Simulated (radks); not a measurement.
Sc4+, configuration [He] 2s2 2p5.75 3s2 3p5 3d0.25 (fractional occupations, a model configuration). Method: Dirac Kohn-Sham, PBE, spin-unpolarised, spherical densities, point nucleus; open shells fill j = l - 1/2 first; computed with a radial shooting solver on a logarithmic mesh with Libxc functionals.

Spin-orbit splittings of the eigenvalues, e(l+1/2) - e(l-1/2), with zeta = 2 splitting/(2l+1) and mean radii in bohr:

| shell | occ. | splitting (eV) | zeta (eV) | <r> j=l-1/2 | <r> j=l+1/2 |
|---|---|---|---|---|---|
| 2p | 5.75 | ? | ? | 0.3037 | 0.3062 |
| 3p | 5 | 0.6035 | 0.4023 | 1.073 | 1.079 |
| 3d | 0.25 | 0.06195 | 0.02478 | 1.193 | 1.194 |

Estimate the 2p splitting.

Answer. 4.709 eV (zeta = 3.139 eV).
